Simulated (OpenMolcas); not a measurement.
Co4+ in a point-charge field

Co4+ among 5 point charges of -1.5 e arranged as a trigonal bipyramid (D3h), 1.63 Å from the ion, with the axial distance 1.777 Å.

```json
{"Program": "OpenMolcas 26.06", "Method": "SS-CASPT2, IPEA 0.25 Eh, imaginary shift 0.1 Eh (closed shells correlated: 3s 3p)", "Basis": "ANO-RCC-VDZP [5s4p2d1f]", "Scalar Hamiltonian": "DKH2, point nucleus", "Active space": "5 electrons in 5 orbitals (3d)", "State averaging": "2S+1 = 6 even, 1 root; 2S+1 = 4 even, 24 roots; 2S+1 = 2 even, 75 roots", "Spin-orbit coupling": "state interaction with AMFI integrals over the reference wave functions"}
```

The lowest spin-free states (labels of D3, the rotations of D3h), above the lowest:

```tsv
State	Degeneracy	E (cm-1)	Free-ion L (%)
6A1	1	0	S (100)
4E	2	39150	G (90)
4A2	1	39810	G (100)
4A1	1	39810	G (100)
4E	2	39860	G (100)
4E	2	39870	G (100)
4A1	1	40110	G (100)
4A2	1	43580	P (100)
4E	2	45480	P (89)
4E	2	47620	D (99)
4E	2	47740	D (99)
4A1	1	48080	D (100)
2E	2	57620	I (94)
2E	2	57640	I (96)
2A1	1	57900	I (96)
2A2	1	57900	I (96)
2E	2	57920	I (97)
2S+1 = 2	2	57970	I (100)
2A1	1	58340	I (100)
2E	2	58410	I (100)
```

The lowest levels with spin-orbit coupling:

```csv
E (cm-1),Degeneracy,Label,2S+1,g
0,2,E1/2,6,2.00 6.01 6.01
0,2,E3/2,6,0.00 0.00 6.01
1,2,E1/2,6,0.00 0.00 10.01
39090,2,E1/2,4,0.00 0.00 8.00
39100,2,E3/2,4,0.00 0.00 3.99
39130,2,E1/2,4,0.32 1.72 1.72
39190,2,E1/2,4,1.76 1.76 3.68
39730,2,E3/2,4,0.00 0.00 0.26
39770,2,E1/2,4,0.20 0.20 4.36
39810,2,E1/2,4,0.05 0.05 8.39
39820,2,E1/2,4,0.09 0.09 2.05
39830,2,E3/2,4,0.00 0.00 11.48
39850,2,E1/2,4,0.03 0.03 8.13
39870,2,E1/2,4,0.00 0.00 14.00
39880,2,E1/2,4,1.53 1.53 6.59
39880,2,E1/2,4,1.62 1.62 4.70
39900,2,E3/2,4,0.00 0.00 1.38
39900,2,E3/2,4,0.00 0.00 10.14
39900,2,E1/2,4,0.07 0.07 1.97
40100,2,E1/2,4,1.97 3.96 3.96
```

Powder χT (cm3 K/mol): 4.38 at 2 K, 4.38 at 10 K, 4.38 at 50 K, 4.38 at 100 K, 4.38 at 200 K, 4.38 at 300 K. The effective moment at 300 K is 2.828 √(χT) = 5.92 μB.

The lowest level has 2S+1 = 6, for which the spin-only value is χT = S(S+1) / 2 = 4.375 cm3 K/mol (g = 2). The computed 4.385 at 300 K differs by +0.010, little more than the free-electron g of 2.0023 accounts for.

Roots that are degenerate in the reference are averaged as groups; the widest CASPT2 spread within a group is 61 cm-1 (the 2-fold group of multiplicity 2 near 58000 cm-1 above the lowest state of its run). Shifts and gaps below about the spread of the groups concerned are not significant. Point charges give a weaker field than real ligands, and real ions of this kind are often low spin; the high spin found here belongs to the model. Free-ion shares, where given, are those of the reference states; single-state CASPT2 does not remix them. This is an electrostatic model: the charges have no orbitals. No measured value stands beside these numbers.
